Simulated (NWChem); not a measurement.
# Correlation energy of ClSi (+1)

```xyz
2

Si     0.0000     0.0000     1.0934
Cl     0.0000     0.0000    -0.9005
```
Charge +1, spin multiplicity 1.

Program: NWChem. The geometry was optimised at PBE/def2-SVP, a minimum by its harmonic frequencies.

Basis set: STO-3G. Each correlation energy counts from its own Hartree-Fock reference.

The correlated methods keep 10 core orbitals frozen. The structure started from a generated list of species. Coupled-cluster values serve here as a point of comparison, not as the truth.

Question: Order these methods by the correlation energy they give, lowest first: CCSD(T), CCSD, MP2, SCS-MP2.

Answer: CCSD(T) (-60.7 mHa), CCSD (-56.2 mHa), SCS-MP2 (-45.1 mHa), MP2 (-43.2 mHa)
